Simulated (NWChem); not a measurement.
**Lowest excitation of H4BClS**

```
B
H 1 1.2132
H 1 1.2132 2 116.37
Cl 1 1.8237 2 115.11 3 139.07
S 1 2.0396 2 99.78 3 -106.14
H 5 1.3540 1 100.59 2 -167.75
H 5 1.3540 6 92.57 1 -101.28
```
Charge 0, spin multiplicity 1.

The numbers come from NWChem runs, not from measurements. The geometry was optimised at PBE0/def2-SVP, a minimum by its harmonic frequencies.

Basis set: 6-31+G*.

The cost column gives rough processor time relative to EOM-CCSD; each entry includes its own SCF.

The correlated methods keep 11 core orbitals frozen. B3LYP has NWChem's definition, with VWN1-RPA local correlation. The Pople sets run with spherical d functions. The structure started from a generated list of species. No row is a measurement; the coupled-cluster row has its own basis-set and correlation limits.

```json
[
 {"method": "EOM-CCSD", "lowest vertical singlet excitation energy (eV)": "6.77", "relative cost": "1"},
 {"method": "TD-PBE", "lowest vertical singlet excitation energy (eV)": "(withheld)", "relative cost": "under 3"},
 {"method": "TDA-PBE0", "lowest vertical singlet excitation energy (eV)": "(withheld)", "relative cost": "under 3"},
 {"method": "CIS", "lowest vertical singlet excitation energy (eV)": "(withheld)", "relative cost": "under 3"},
 {"method": "TD-B3LYP", "lowest vertical singlet excitation energy (eV)": "5.56", "relative cost": "under 3"}
]
```

Q: Complete the blanks.

A: 
- TD-PBE, lowest vertical singlet excitation energy (eV): 4.84
- TDA-PBE0, lowest vertical singlet excitation energy (eV): 5.87
- CIS, lowest vertical singlet excitation energy (eV): 7.58
